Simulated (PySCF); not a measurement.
GeH₅, SMILES [GeH5-], charge -1.

Geometry optimised at B3LYP-D3(BJ)/def2-TZVPD.

Two levels are set side by side: PBE/def2-TZVPD (PySCF) and PBE0/def2-TZVPD (PySCF). Same geometry, gas phase. Differences are taken from unrounded values.

```tsv
quantity	PBE0
orbital gap (eV)	4.07
highest occupied level (eV)	0.20
lowest empty level (eV)	4.27
mean polarisability (bohr³)	65.3
```

Problem. What does PBE give, and how far is it from PBE0? (An estimate is asked for; the answer gives what the named calculation found.)

Solution. 
```
quantity                      PBE  PBE minus PBE0
---------------------------  ----  --------------
orbital gap (eV)             2.47           -1.60
highest occupied level (eV)  1.18            0.99
lowest empty level (eV)      3.65           -0.62
mean polarisability (bohr³)  69.1             3.9
```

Without exact exchange PBE keeps part of each electron's self-repulsion, which lifts occupied levels and narrows the gap. Loosely held outer electrons make PBE densities more polarisable. Differences between two approximate levels are no errors against the true value.

Rough cost on one machine, each run with all the roots and properties that it gave: PBE0 against PBE within a factor of 2.
